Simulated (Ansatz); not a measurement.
Two members of one family (Same ligands, another metal), computed with Ansatz in the gas phase; def2 core potentials for Os, Ru, no spin–orbit coupling. The two geometries come from different levels. A dash marks a value that wasn't run or was left out as unsound. The structures are stationary points that may keep the symmetry of their start. Remarks come from the PBE and PBE0 runs and from stability tests at other levels; not every state was tested. HOMO above LUMO (over both spins in singlets and doublets, within one spin in higher multiplets; at PBE or PBE0), or a gap under 0.15 eV within one spin, warns that the state may not be the lowest or that an electron is smeared out.

First: [OsO3N]- (singlet, charge -1, PBE0-D4/def2-SVPD geometry).

```xyz
5

Os   -0.0048   -0.0043   -0.0057
O     0.8596   -1.4425   -0.4805
O    -1.5146   -0.4154    0.7657
O    -0.2745    1.0364   -1.3787
N     0.9342    0.8258    1.0992
```

| level | HOMO (eV) | vertical IE (eV) |
| --- | --- | --- |
| PBE-D4/def2-TZVPD | -1.59 | 4.76 |
| revPBE-D4/def2-TZVPD | -1.50 | – |
| r2SCAN-D4/def2-TZVPD | -1.88 | 4.83 |
| B97M-V/def2-TZVPD | -1.94 | – |
| PBE0-D4/def2-SVPD | -3.13 | – |

Metal–donor distances: 3 × O 1.74 Å, 1 × N 1.67 Å. Remarks: restricted SCF unstable in HF, gap within one spin near zero at PBE or PBE0 (neutral doublet).

Second: [RuO3N]- (singlet, charge -1, PBE-D4/def2-SVPD geometry).

| atom | x (Å) | y (Å) | z (Å) |
| --- | --- | --- | --- |
| Ru1 | 0.0011 | -0.0011 | -0.0005 |
| O2 | 0.8536 | -1.1865 | 0.9542 |
| O3 | -0.8201 | -0.7701 | -1.3353 |
| O4 | 1.1054 | 1.2182 | -0.5865 |
| N5 | -1.1400 | 0.7395 | 0.9682 |

**Question.** Estimate the same table for the second.

**Answer.** 
```tsv
level	HOMO (eV)	vertical IE (eV)
PBE-D4/def2-TZVPD	-1.57	4.73
revPBE-D4/def2-TZVPD	-1.49	–
r2SCAN-D4/def2-TZVPD	-1.87	4.79
B97M-V/def2-TZVPD	-1.94	–
PBE0-D4/def2-SVPD	-3.12	–
```

Metal–donor distances: 3 × O 1.75 Å, 1 × N 1.67 Å. Remarks: restricted SCF unstable in HF, gap within one spin near zero at PBE or PBE0 (neutral doublet), spin-contaminated (⟨S²⟩ up to 0.89) (neutral doublet).
